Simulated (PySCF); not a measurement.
Al(Cl)(Br)(Me), SMILES [CH3][Al]([Cl])[Br] (CH₃AlBrCl) at its PBE0/def2-SVP optimised geometry (Å):

```
7

Al    -0.0165     0.1716     0.0000
Cl     2.0852     0.1716     0.0000
Br    -1.0202     2.1879     0.0000
C     -1.0145    -1.4848     0.0151
H     -2.0852    -1.3245    -0.1802
H     -0.9163    -1.9733     0.9991
H     -0.6180    -2.1879    -0.7348
```

Computed with PBE0/def2-TZVP in PySCF.

Map of the electrostatic potential (hartree/e), clipped to [-0.08, 0.12] on the plane z = 1.5 Å:

```
|                               |
|                               |
|                               |
|                               |
|           .                   |
|         .....                 |
|         ..::..                |
|         .:--:..               |
|.        .:---:....            |
|.        .:---::::..           |
|..       .::--===-:..          |
|....    ..:-=+***+=:.          |
|.........::=+#@@@#+-:.         |
|.........:-+#@@@@@*=:..        |
|........:-=*%@@@@@#=::..       |
|.......::-=*%@@@@@#=-:..       |
|.......::-=+#@@@@@*=:..        |
|......::::-=+#%@@#+-:.         |
|......::::-=++***+=-..         |
|......:::--+++++==-:..         |
|......:::-+%@%*=--::..         |
|.......::=#@@@#=-:::..         |
|.......::=%@@@%=-::....        |
|.......::-*@@@*=:::.....       |
|........::=+*+=-::.......      |
|........:::----:::........... .|
|.........::::::::..............|
|..........::::::...............|
|...............................|
|...............................|
|...............................|
```
Scale: ten equal steps from -0.016 (start of ' ') to 0.120 (end of '@'), in the order ' .:-=+*#%@'; x runs from -4.50 to 4.50, y from -4.50 (bottom) to 4.50 (top).
